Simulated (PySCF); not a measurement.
Isomers of C4H12N2Si3, mass 172.031 u with the commonest isotopes. The calculation used PBE0/pcSseg-1 in PySCF (dipole) on a GFN2-xTB geometry, gas phase. One conformer each, none proved a minimum here; rigid rotors.

Problem. Order these by out-of-plane moment Σ m c² = (Ia + Ib − Ic)/2, largest first.
A. `[N:1]#[C:2][C@H:3]1[CH2:4][Si@@H:5]([N:6]([SiH3:7])[SiH3:8])[CH2:9]1` with C4–Si5–N6–Si7 -51°, C2–C3–C4–Si5 136°, C3–C4–Si5–N6 -128°, C4–Si5–C9–C3 12°, C2–C3–C9–Si5 -136°
B. `[CH3:1][Si@@H:2]1[C@H:3]([CH2:4][C:5]#[N:6])[SiH2:7][N:8]1[SiH3:9]` with Si2–C3–C4–C5 66°
C. `[N:1]#[C:2][Si:3]1([N:4]([SiH3:5])[SiH3:6])[CH2:7][CH2:8][CH2:9]1` with C2–Si3–N4–Si5 82°, C2–Si3–C7–C8 -98°, Si3–C7–C8–C9 -14°, C7–C8–C9–Si3 14°, C2–Si3–C9–C8 98°
D. `[N:1]#[C:2][CH2:3][CH2:4][SiH2:5][N:6]1[SiH2:7][CH2:8][SiH2:9]1` with C2–C3–C4–Si5 178°, C3–C4–Si5–N6 179°, C4–Si5–N6–Si7 -8°

Solution. C (200.24 u·Å²), A (95.73 u·Å²), B (39.73 u·Å²), D (14.43 u·Å²).

Problem. Order these by rotational constant A, largest first.
A. `[N:1]#[C:2][C@H:3]1[CH2:4][Si@@H:5]([N:6]([SiH3:7])[SiH3:8])[CH2:9]1` with C4–Si5–N6–Si7 -51°, C2–C3–C4–Si5 136°, C3–C4–Si5–N6 -128°, C4–Si5–C9–C3 12°, C2–C3–C9–Si5 -136°
B. `[CH3:1][Si@@H:2]1[C@H:3]([CH2:4][C:5]#[N:6])[SiH2:7][N:8]1[SiH3:9]` with Si2–C3–C4–C5 66°
C. `[N:1]#[C:2][Si:3]1([N:4]([SiH3:5])[SiH3:6])[CH2:7][CH2:8][CH2:9]1` with C2–Si3–N4–Si5 82°, C2–Si3–C7–C8 -98°, Si3–C7–C8–C9 -14°, C7–C8–C9–Si3 14°, C2–Si3–C9–C8 98°
D. `[N:1]#[C:2][CH2:3][CH2:4][SiH2:5][N:6]1[SiH2:7][CH2:8][SiH2:9]1` with C2–C3–C4–Si5 178°, C3–C4–Si5–N6 179°, C4–Si5–N6–Si7 -8°

Solution. D (2551 MHz), B (1892 MHz), A (1727 MHz), C (1181 MHz).

Problem. Order these by radius of gyration √(Σ m r²/M), smallest first.
A. `[N:1]#[C:2][CH2:3][CH2:4][SiH2:5][N:6]1[SiH2:7][CH2:8][SiH2:9]1` with C2–C3–C4–Si5 178°, C3–C4–Si5–N6 179°, C4–Si5–N6–Si7 -8°
B. `[CH3:1][Si@@H:2]1[C@H:3]([CH2:4][C:5]#[N:6])[SiH2:7][N:8]1[SiH3:9]` with Si2–C3–C4–C5 66°
C. `[N:1]#[C:2][C@H:3]1[CH2:4][Si@@H:5]([N:6]([SiH3:7])[SiH3:8])[CH2:9]1` with C4–Si5–N6–Si7 -51°, C2–C3–C4–Si5 136°, C3–C4–Si5–N6 -128°, C4–Si5–C9–C3 12°, C2–C3–C9–Si5 -136°
D. `[N:1]#[C:2][Si:3]1([N:4]([SiH3:5])[SiH3:6])[CH2:7][CH2:8][CH2:9]1` with C2–Si3–N4–Si5 82°, C2–Si3–C7–C8 -98°, Si3–C7–C8–C9 -14°, C7–C8–C9–Si3 14°, C2–Si3–C9–C8 98°

Solution. D (2.324 Å), B (2.450 Å), C (2.574 Å), A (2.883 Å).

```json
{"SMILES": "N#C[C@H]1C[Si@@H](N([SiH3])[SiH3])C1", "point group": "near Cs", "Ia (u·Å²)": "292.57", "Ib (u·Å²)": "942.69", "Ic (u·Å²)": "1043.80", "κ": "-0.92", "μa (D)": "3.53", "μb (D)": "0.08", "μc (D)": "2.54"}
{"SMILES": "N#C[Si]1(N([SiH3])[SiH3])CCC1", "point group": "Cs", "Ia (u·Å²)": "427.88", "Ib (u·Å²)": "701.10", "Ic (u·Å²)": "728.50", "κ": "-0.89", "μa (D)": "0.75", "μb (D)": "3.83", "μc (D)": "0.01"}
{"SMILES": "N#CCC[SiH2]N1[SiH2]C[SiH2]1", "point group": "near Cs", "Ia (u·Å²)": "198.14", "Ib (u·Å²)": "1245.77", "Ic (u·Å²)": "1415.05", "κ": "-0.96", "μa (D)": "4.19", "μb (D)": "1.51", "μc (D)": "0.21"}
{"SMILES": "C[Si@@H]1[C@H](CC#N)[SiH2]N1[SiH3]", "point group": "C1", "Ia (u·Å²)": "267.11", "Ib (u·Å²)": "805.06", "Ic (u·Å²)": "992.71", "κ": "-0.83", "μa (D)": "2.50", "μb (D)": "1.67", "μc (D)": "1.08"}
```
